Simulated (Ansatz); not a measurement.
`[OH][Hf]([OH])([Br])[Br]`. Charge 0, multiplicity 1. Hf: def2 effective core potential. The geometry is a stationary point of PBE0-D4/def2-TZVP. It is one conformer, not always the lowest.

```xyz
7

O    -1.369   -1.006    0.040
Hf   -0.054    0.333   -0.205
O     1.557   -0.143    0.668
Br    0.398    0.587   -2.665
Br   -0.900    2.490    0.770
H    -1.923   -1.753    0.244
H     2.293   -0.508    1.148
```

Problem. What is the dipole moment at PBE/def2-TZVPP? (Estimate.)

Solution. The calculation gave: 3.89 D, with components (0.54, -3.28, 2.02) D in this frame, pointing from negative to positive charge.

Problem. And with r2SCAN, B3LYP, ωB97M-V? (Best estimate.)

Solution. Ansatz gave: r2SCAN 3.99 D, B3LYP 3.93 D, ωB97M-V 4.04 D.

Problem. Give the Mulliken charges with PBE, B3LYP, r2SCAN in def2-TZVPP. (An estimate is asked.)

Solution. The calculation gave: 
```
atom    PBE  B3LYP  r2SCAN
  O1  -0.36  -0.41   -0.44
 Hf2   0.86   1.01    1.04
  O3  -0.36  -0.41   -0.44
 Br4  -0.26  -0.28   -0.29
 Br5  -0.26  -0.28   -0.29
  H6   0.19   0.19    0.20
  H7   0.19   0.19    0.20
```

B3LYP here is the variant with VWN-RPA as its local correlation; programs differ in this.
